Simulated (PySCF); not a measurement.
Several molecules and their computed UV-vis stick spectra, shuffled. The calculation used TDDFT CAM-B3LYP/def2-SVPD, vertical, gas phase, core orbitals frozen in the response in PySCF 2.14.0, density-fitted response routines. Geometries: GFN2-xTB; one conformer of each isolated species. Triplets are in the Tamm–Dancoff approximation.

A. `FP(F)[SiH3]`
B. `CC(C)(C)/C(=P\[H])F`
C. `O=C1CC(C2CC2)C1`
D. `CC(=C=O)C1CCC1`
E. `CCCCOC(F)F`

Lowest singlet levels (six at most, fewer where fewer were computed) with oscillator strengths:

1. 267 nm (f 0.004); 220 nm (f 0.103); 183 nm (f 0.169); 168 nm (f 0.188); 162 nm (f 0.003); 154 nm (f 0.006); T1 3.75 eV
2. 238 nm (f 0.007); 230 nm (f 0.288); 192 nm (f 0.017); 181 nm (f 0.006); 171 nm (f 0.050); 160 nm (f 0.001); T1 2.74 eV
3. 365 nm (f 0.000); 214 nm (f 0.002); 186 nm (f 0.019); 179 nm (f 0.008); 178 nm (f 0.015); 171 nm (f 0.025); T1 3.03 eV
4. 145 nm (f 0.026); 137 nm (f 0.032); 135 nm (f 0.021); 134 nm (f 0.010); 133 nm (f 0.019); 133 nm (f 0.032); T1 8.34 eV
5. 291 nm (f 0.000); 178 nm (f 0.000); 176 nm (f 0.031); 164 nm (f 0.003); 161 nm (f 0.002); 157 nm (f 0.000); T1 3.73 eV

Problem. Which spectrum belongs to which structure?

Solution. 1 = A, 2 = B, 3 = D, 4 = E, 5 = C.
- A: S1 at 4.64 eV, HOMO→LUMO (99%); Löwdin shares by element: HOMO phosphorus 51%, fluorine 24%, silicon 19%; LUMO phosphorus 49%, fluorine 27%, silicon 17%; HOMO -8.77 and LUMO -0.11 eV; point group Cs.
- B: S1 at 5.21 eV, HOMO-1→LUMO (98%); Löwdin shares by element: HOMO phosphorus 41%, carbon 34% or more, fluorine 11%, hydrogen 5% or more; LUMO phosphorus 42%, carbon 35% or more, fluorine 7%, hydrogen 6% or more; HOMO -8.38 and LUMO -0.32 eV; point group Cs.
- C: S1 at 4.26 eV, HOMO→LUMO (91%); S1 has the pattern of n→π* at C=O; HOMO -8.59 and LUMO 0.45 eV; point group Cs, 3 of its 6 listed states under f = 0.0005.
- D: S1 at 3.40 eV, HOMO→LUMO (96%); Löwdin shares by element: HOMO carbon 60% or more, oxygen 22% (atoms not listed hold the other 18%); LUMO carbon 53% or more, oxygen 31% (atoms not listed hold the other 16%); HOMO -7.58 and LUMO 0.44 eV.
- E: S1 at 8.54 eV, HOMO→LUMO (85%); Löwdin shares by element: HOMO oxygen 39%, carbon 34% or more (atoms not listed hold the other 27%); LUMO carbon 26% or more, hydrogen 20% or more (atoms not listed hold the other 54%); HOMO -10.26 and LUMO 1.25 eV.
